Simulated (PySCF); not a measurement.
C10H7N3, SMILES N1=C2N=CC=C3C=CC=C(C=C1)N32. Heavy atoms are numbered as in [CH:1]1=[CH:2][C:3]2=[CH:4][CH:5]=[N:6][C:7]3=[N:8][CH:9]=[CH:10][C:11](=[CH:12]1)[N:13]23. Hydrogens are named by the atom that carries them.

Geometry: B3LYP-D3(BJ)/def2-SVP.

Level of theory: PySCF with B3LYP/pcSseg-1.

GIAO shieldings, no solvent; atoms alike by connectivity are averaged. δ = σ(ref) − σ: ¹³C against TMS (σ = 181.3 ppm); ¹⁵N against NH3 (σ = 265.5 ppm); ¹H against TMS (σ = 31.68 ppm), references at their B3LYP-D3(BJ)/def2-TZVP geometries, non-relativistic.

Computed chemical shifts:
```
nucleus    atoms  count  δ (ppm)
-------  -------  -----  -------
¹³C           C7      1    170.3
¹³C      C5 (CH)      2    169.6
¹³C           C3      2    168.6
¹³C      C1 (CH)      1    151.0
¹³C      C2 (CH)      2    114.2
¹³C      C4 (CH)      2    109.7
¹⁵N           N6      2    285.3
¹⁵N          N13      1    245.5
¹H       H on C5      2     6.38
¹H       H on C1      1     5.62
¹H       H on C2      2     4.27
¹H       H on C4      2     4.07
```
